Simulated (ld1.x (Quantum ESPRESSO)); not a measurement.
## Cl (Z = 17): one change to a TM semilocal potential, before and after

Cl (Z = 17), norm-conserving Troullier–Martins (semilocal form), made with ld1.x (Quantum ESPRESSO) 7.5 (PBEsol, scalar-relativistic). Core [Ne], reference 3s2 3p5. Waves: 3p (bound): rc 1.25 bohr; 3s (bound): rc 1.25 bohr. Local part: the s channel. Core correction: a·sin(br)/r model core, default radius (core density twice the valence density).

Change: all radii but the core radius scaled by about 1.33 (s 1.66, p 1.66 bohr).

Cutoffs: the cutoffs (Ry, on a coarse ladder) from which the occupation-weighted sum of valence levels, in a spherical-Bessel basis at the reference potential, stays within 10 and 1 mRy of its value at 400 Ry; they do not see the model core or the augmentation charge, which bear on the density cutoff. Errors are all-electron minus pseudo energies relative to the spin-unpolarised reference configuration.

**Question.** Predict the effect on cutoff, ghosts and configuration errors.

**Answer.** The potential gets softer (55 Ry and 80 Ry → 35 Ry and 55 Ry); of the 7 tests that both files solve, the error grows in 5 and shrinks in 0 by more than 15 % and 0.3 meV (median size 5.6 → 7.5 meV); neither file shows a bound ghost. A larger radius leaves more room for a smooth pseudo-wave, so fewer plane waves are needed. More of the atom is replaced by a form fitted at one configuration, so other configurations suffer. A semilocal file is local in each channel, so a ghost entry of none says nothing of the separable form that plane-wave codes build from it.

```csv
quantity,base,changed
"cutoff, loose",55 Ry,35 Ry
"cutoff, tight",80 Ry,55 Ry
loose cutoff by channel (10 mRy a level),"p 12 Ry, s 30 Ry","p 12 Ry, s 21 Ry"
bound ghosts,none,none
"error for 3s2 3p4, meV [ΔE 13.84 eV]",+3.0,+4.5
"error for 3s2 3p3, meV [ΔE 39.23 eV]",+23,+34
"error for 3s2 3p2, meV [ΔE 77.49 eV]",+78,+118
"error for 3s2 3p5.3, meV [ΔE -2.13 eV]",+0.4,+0.4
"error for 3s1 3p5, meV [ΔE 26.50 eV]",+5.6,-5.7
"error for 3s1 3p6, meV [ΔE 12.11 eV]",+0.3,-7.5
"error for 3s2 3p1, meV [ΔE 129.68 eV]",+191,+296
```
